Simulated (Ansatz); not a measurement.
Job for Ansatz (an electronic-structure program): U-CCSD(T)/cc-pV(T+d)Z on Al2, 2S+1 = 3, a point of a bond scan (R = 7.440 Å). Files ending in .json are basis or fitting sets from the Basis Set Exchange.

Ansatz 0.2 input:
```yaml
crystal:
  periodic: [false, false, false]
  atoms:
    - {symbol: Al, position_ang: [-0.00000000, -0.00000000, -1.37770259]}
    - {symbol: Al, position_ang: [0.00000000, 0.00000000, 6.06189140]}
basis:
  gaussian:
    orbitals: cc-pV_T+d_Z.json
magnetization: {spin_polarized: true, initial_magnetization: 2}
correlation: {method: ccsd_t, electrons: outside_noble_gas}
scf: {omitted_lower_state_checks: [cluster_reference]}
```

It printed:

```
WARN ansatz: RAYON_NUM_THREADS=1 ignored (pool sized by the plan → 1); use --threads N
Functional definition: HF
these checks for a lower state are left out or cut short: cluster_reference
integrals: 0.08 GiB planned
480 factors; integrals over basis functions are off by at most 3.2e-4 eV
mean field: 0.16 GiB planned
mean field evaluation 1: about -13161.3890 eV, gradient 2.5e0 eV
mean field evaluation 2: about -13161.3905 eV, gradient 2.5e0 eV
mean field evaluation 4: about -13161.5346 eV, gradient 1.8e-1 eV
mean field evaluation 8: about -13161.5353 eV, gradient 2.0e-2 eV
mean field evaluation 16: about -13161.5354 eV, gradient 8.8e-4 eV
mean field evaluation 32: about -13163.7360 eV, gradient 6.7e-6 eV
mean field evaluation 64: about -13163.7211 eV, gradient 2.7e-3 eV
mean field evaluation 96: about -13163.7091 eV, gradient 1.1e0 eV
mean field evaluation 128: about -13163.7348 eV, gradient 1.1e-2 eV
mean field evaluation 160: about -13163.7199 eV, gradient 2.6e-1 eV
mean field evaluation 192: about -13163.7262 eV, gradient 3.3e-2 eV
mean field evaluation 224: about -13163.7359 eV, gradient 3.8e-3 eV
mean field evaluation 256: about -13163.7360 eV, gradient 2.6e-3 eV
mean field evaluation 288: about -13163.7353 eV, gradient 5.1e-2 eV
mean field evaluation 320: about -13163.7182 eV, gradient 1.1e0 eV
mean field evaluation 352: about -13163.7326 eV, gradient 7.2e-2 eV
mean field evaluation 384: about -13161.2539 eV, gradient 2.5e0 eV
mean field evaluation 416: about -13161.3145 eV, gradient 1.9e-1 eV
mean field evaluation 448: about -13161.5354 eV, gradient 7.9e-4 eV
mean field -13163.73596473 eV, -483.7583740031 hartree, gradient 7.3e-10 eV, S^2 2.039926; 24 other end points of the search recorded, 0 dependent functions left out
10 core orbitals not correlated
reference -13163.73596473 eV, -483.7583740031 hartree; 4, 2 occupied and 64, 66 virtual orbitals, 480 factors
second order -1.95347427 eV of doubles, -0.00000000 eV of singles
coupled cluster: 0.19 GiB planned
cycle   1  -2.45087893 eV  change   -5.0e-1 eV  update   8.5e-2
cycle   2  -2.75771024 eV  change   -3.1e-1 eV  update   4.0e-2
cycle   3  -2.77568166 eV  change   -1.8e-2 eV  update   8.4e-3
cycle   4  -2.78181936 eV  change   -6.1e-3 eV  update   1.9e-3
cycle   5  -2.78011874 eV  change    1.7e-3 eV  update   3.4e-4
cycle   6  -2.78043262 eV  change   -3.1e-4 eV  update   1.3e-4
cycle   7  -2.78059911 eV  change   -1.7e-4 eV  update   7.4e-5
cycle   8  -2.78052863 eV  change    7.0e-5 eV  update   5.2e-5
cycle   9  -2.78047571 eV  change    5.3e-5 eV  update   3.6e-5
cycle  10  -2.78052656 eV  change   -5.1e-5 eV  update   2.0e-5
cycle  11  -2.78052312 eV  change    3.4e-6 eV  update   6.9e-6
perturbative correction -0.06276511 eV, -0.0023065752 hartree
Total energy: -13166.57925296 eV, -483.8628629182 hartree
Checks for a lower state left out: cluster_reference
```

The calculation finished and met its thresholds.

Cost: about 8 core-seconds (a rough figure).
